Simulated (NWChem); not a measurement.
The numbers come from NWChem runs, not from measurements. System: tin monoxide (OSn), charge 0, spin multiplicity 1, at a geometry optimised with PBE0/def2-SVP with def2 effective core potentials on Sn. Level: CCSD(T)/def2-SVPD with def2 effective core potentials on Sn, 5 core orbitals frozen.

Input file:

```
start mol
memory heap 100 mb stack 700 mb global 1900 mb
geometry units angstroms nocenter noautoz
  Sn     0.000000     0.000000     0.253566
  O      0.000000     0.000000    -1.584789
  symmetry group C2v
end
basis spherical
  * library def2-svpd
end
ecp
  Sn library def2-ecp
end
scf
  rhf
  nopen 0
  maxiter 100
  thresh 1e-7
  semidirect memsize 60000000 filesize 0
end
tce
  freeze core 5
  ccsd(t)
  2eorb
  2emet 13
  thresh 1e-6
  maxiter 100
  tilesize 24
end
task tce energy
```

NWChem printed:

```
             Northwest Computational Chemistry Package (NWChem) 7.3.0
             --------------------------------------------------------

                                NWChem Input Module
                                -------------------

 Scaling coordinates for geometry "geometry" by  1.889725989
 (inverse scale =  0.529177249)

 Turning off AUTOSYM since
 SYMMETRY directive was detected!

                             Geometry "geometry" -> ""
                             -------------------------

 Output coordinates in angstroms (scale by  1.889725989 to convert to a.u.)

  No.       Tag          Charge          X              Y              Z
 ---- ---------------- ---------- -------------- -------------- --------------
    1 Sn                  50.0000     0.00000000     0.00000000     0.25356600
    2 O                    8.0000     0.00000000     0.00000000    -1.58478900

 Effective nuclear repulsion energy (a.u.)     115.1414713697

            Nuclear Dipole moment (a.u.)
            ----------------------------
        X                 Y               Z
 ---------------- ---------------- ----------------
     0.0000000000     0.0000000000    -0.0000226767

      Symmetry information
      --------------------

 Group name             C2v
 Group number             16
 Group order               4
 No. of unique centers     2

      Symmetry unique atoms

     1    2


 Summary of "ao basis" -> "" (spherical)
 ------------------------------------------------------------------------------
       Tag                 Description            Shells   Functions and Types
 ---------------- ------------------------------  ------  ---------------------
 *                         def2-svpd                  on all atoms

 Summary of "ao basis" -> "ao basis" (spherical)
 ------------------------------------------------------------------------------
       Tag                 Description            Shells   Functions and Types
 ---------------- ------------------------------  ------  ---------------------
 Sn                        def2-svpd                12       32   5s4p3d
 O                         def2-svpd                 9       23   4s3p2d

                                 NWChem SCF Module
                                 -----------------

  ao basis        = "ao basis"
  functions       =    55
  atoms           =     2
  closed shells   =    15
  open shells     =     0
  charge          =   0.00
  wavefunction    = RHF
  use symmetry    = T
  symmetry adapt  = T

 Summary of "ao basis" -> "ao basis" (spherical)
 ------------------------------------------------------------------------------
       Tag                 Description            Shells   Functions and Types
 ---------------- ------------------------------  ------  ---------------------
 Sn                        def2-svpd                12       32   5s4p3d
 O                         def2-svpd                 9       23   4s3p2d

      Symmetry analysis of basis
      --------------------------

        a1         26
        a2          5
        b1         12
        b2         12

 Forming initial guess at       0.1s

      Superposition of Atomic Density Guess
      -------------------------------------

 Sum of atomic energies:        -323.78699221

      Non-variational initial energy
      ------------------------------

 Total energy =    -287.849844
 1-e energy   =    -579.939935
 2-e energy   =     241.427844
 HOMO         =      -0.341446
 LUMO         =      -0.045202
[...]
     5      2.896019  1 Sn s                  4     -1.710227  1 Sn s
    36     -1.193423  2 O  s                 17     -0.607521  1 Sn pz
    35      0.155833  2 O  s

 center of mass
 --------------
 x =   0.00000000 y =   0.00000000 z =   0.06417789

 moments of inertia (a.u.)
 ------------------
         169.976453285028           0.000000000000           0.000000000000
           0.000000000000         169.976453285028           0.000000000000
           0.000000000000           0.000000000000           0.000000000000

  Mulliken analysis of the total density
  --------------------------------------

    Atom       Charge   Shell Charges
 -----------   ------   -------------------------------------------------------
    1 Sn  22    20.78   1.60  0.43  1.16  0.55  0.00  3.26  2.74  0.78  0.23  9.78  0.28 -0.02
    2 O    8     9.22   1.99  1.09  0.82  0.14  2.66  2.12  0.35  0.01  0.04

       Multipole analysis of the density wrt the origin
       ------------------------------------------------

     L   x y z        total         open         nuclear
     -   - - -        -----         ----         -------
     0   0 0 0      0.000000      0.000000     30.000000

     1   1 0 0     -0.000000      0.000000      0.000000
     1   0 1 0     -0.000000      0.000000      0.000000
     1   0 0 1      2.201252      0.000000    -13.416790

     2   2 0 0    -19.933246      0.000000      0.000000
     2   1 1 0      0.000000      0.000000      0.000000
     2   1 0 1      0.000000      0.000000      0.000000
     2   0 2 0    -19.933246      0.000000      0.000000
     2   0 1 1      0.000000      0.000000      0.000000
     2   0 0 2    -29.667195      0.000000     76.802720

                   NWChem Extensible Many-Electron Theory Module
                   ---------------------------------------------


            General Information
            -------------------
      Number of processors :     1
         Wavefunction type : Restricted Hartree-Fock
          No. of electrons :    30
           Alpha electrons :    15
            Beta electrons :    15
           No. of orbitals :   110
            Alpha orbitals :    55
             Beta orbitals :    55
        Alpha frozen cores :     5
         Beta frozen cores :     5
     Alpha frozen virtuals :     0
      Beta frozen virtuals :     0
         Spin multiplicity : singlet
    Number of AO functions :    55
       Number of AO shells :    21
        Use of symmetry is : on
      Symmetry adaption is : on
         Schwarz screening : 0.10D-09

          Correlation Information
          -----------------------
          Calculation type : Coupled-cluster singles & doubles w/ perturbation
   Perturbative correction : (T)
            Max iterations :      100
        Residual threshold : 0.10D-05
     T(0) DIIS level shift : 0.00D+00
     L(0) DIIS level shift : 0.00D+00
     T(1) DIIS level shift : 0.00D+00
     L(1) DIIS level shift : 0.00D+00
     T(R) DIIS level shift : 0.00D+00
     T(I) DIIS level shift : 0.00D+00
   CC-T/L Amplitude update :  5-th order DIIS
                I/O scheme : Global Array Library
        L-threshold :  0.10D-05
        EOM-threshold :  0.10D-05
 no EOMCCSD initial starts read in
 TCE RESTART OPTIONS
 SLICE:      F
 D4D5:       F
 quantumc:   F
 qrotation:  F
 pwtce:      F
 qducc:      F
 nacto:                         0
 nrotv:                         0
 nrot:                          0

            Memory Information
            ------------------
          Available GA space size is     249033775 doubles
          Available MA space size is     104849372 doubles

 Maximum block size supplied by input
 Maximum block size        24 doubles

 tile_dim =     18

 -------------------------------------------------

 Global array virtual files algorithm will be used

 Parallel file system coherency ......... OK

 4-electron integrals stored in orbital form

 v2    file size   =           446067
 4-index algorithm nr.  13 is used
 imaxsize =       30
 imaxsize ichop =        0


CCSD iterations
 ---------------------------------------------------------
 Iter          Residuum       Correlation     Cpu    Wall
 ---------------------------------------------------------
    1   0.1692126599681  -0.3212223308816     0.2     0.2
    2   0.0527827267960  -0.2999366021951     0.2     0.2
    3   0.0236564845498  -0.3170850299535     0.3     0.3
    4   0.0215677339354  -0.3113888255359     0.3     0.3
    5   0.0158683392970  -0.3172775019759     0.2     0.2
    6   0.0028893979030  -0.3155105582750     0.2     0.2
    7   0.0022029227321  -0.3153972830741     0.2     0.2
    8   0.0010619106923  -0.3155404224275     0.2     0.2
    9   0.0012121100781  -0.3154238455151     0.2     0.2
   10   0.0006623146289  -0.3155939602678     0.2     0.2
   11   0.0001269193360  -0.3155602829379     0.2     0.2
   12   0.0000572481725  -0.3155581808301     0.2     0.2
   13   0.0000331144156  -0.3155613922086     0.2     0.2
   14   0.0000218525628  -0.3155585467516     0.2     0.2
   15   0.0000138114728  -0.3155614296550     0.2     0.2
   16   0.0000055961400  -0.3155605608543     0.2     0.2
   17   0.0000044799855  -0.3155598949012     0.2     0.2
   18   0.0000024893749  -0.3155604786186     0.1     0.1
   19   0.0000027688834  -0.3155600428156     0.1     0.1
   20   0.0000017722109  -0.3155605381569     0.1     0.1
   21   0.0000002684749  -0.3155604093843     0.1     0.1
 -----------------------------------------------------------------
 Iterations converged
 CCSD correlation energy / hartree =        -0.315560409384251
 CCSD total energy / hartree       =      -288.433064880362735

 Singles contributions

 Doubles contributions
 CCSD(T)
 Using plain CCSD(T) code
             total no. of tasks          500
 total no. of tasks / no. procs          500
                         wl_min           64           2.0
                         wl_max       729000           9.5
        thresh for no. of tasks          500

 CCSD[T]  correction energy / hartree =        -0.026282094720244
 CCSD[T] correlation energy / hartree =        -0.341842504104495
 CCSD[T] total energy / hartree       =      -288.459346975082951
 CCSD(T)  correction energy / hartree =        -0.019211102294113
 CCSD(T) correlation energy / hartree =        -0.334771511678365
 CCSD(T) total energy / hartree       =      -288.452275982656829

 Task  times  cpu:        6.8s     wall:        6.8s

 Total times  cpu:        6.8s     wall:        6.8s
```
